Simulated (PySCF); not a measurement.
# Nb⁺: ionisation energy

Nb⁺ [Kr] 4d4 (5D) → Nb²⁺ [Kr] 4d3 (4F), as a difference of total energies. Computed with PySCF 2.14 in cc-pVDZ-PP with ECP28MDF, with scalar relativity through the core potential. Correlated levels: valence: 4s2 4p6 frozen. The calculations carry no spin-orbit coupling.

```json
{"method": "UHF", "ionisation energy (eV)": "13.094"}
{"method": "BP86", "ionisation energy (eV)": "14.538"}
{"method": "PBE", "ionisation energy (eV)": "14.492"}
{"method": "MP2 (valence)", "ionisation energy (eV)": "13.518"}
{"method": "SCS-MP2 (valence)", "ionisation energy (eV)": "13.236"}
```

How much does correlation contribute at MP2 (valence)?

13.518 − (13.094) = 0.424 eV, measured against UHF.

The reference lies between the lowest fine-structure levels, while these numbers refer to the centres of the terms.

Errors of the correlated levels include the incompleteness of this basis and the frozen core.

For comparison: 14.32 eV (semi-empirical (NIST evaluation); NIST Atomic Spectra Database, ionization energies).
